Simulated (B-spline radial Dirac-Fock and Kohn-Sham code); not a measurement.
Eu²⁶⁺: eigenvalues, ΔSCF and the reference

System: europium as Eu²⁶⁺, [Kr] 4d1.

The density-functional columns are spherical, spin-unpolarised Dirac-Kohn-Sham results without Breit or QED terms: −ε is minus the orbital energy of the initial state and ΔSCF the difference of two total energies. The reference in the last column comes from Dirac-Fock ΔSCF + Breit + QED. All numbers are from an atomic code on a B-spline grid, in eV; a selection of levels is shown. For the 1s level of heavy atoms much of the gap between ΔSCF and the reference is the Breit and QED part, -205.5 eV here; for other levels the error of the functional can be larger.

```
level   LDA −ε  LDA ΔSCF  Dirac-Fock
   1s  49125.8   49594.8     49402.5
   2s   8782.9    8884.2      8942.0
2p1/2   8381.4    8504.6      8503.1
2p3/2   7733.7    7846.7      7862.1
   3s   2571.2    2613.5      2658.0
3p1/2   2398.8    2442.9      2470.6
3p3/2   2264.1    2306.2      2334.7
3d3/2   1967.8    2015.0      2015.9
3d5/2   1938.2    1984.7      1987.0
   4s   1084.3    1106.2      1116.6
4p1/2   1014.3    1036.1      1033.9
4p3/2    976.0     997.1       996.1
   4d    855.1     876.1       873.8
```

Values without a named source are computed, but for edge energies of neutral atoms, which are taken from tables.
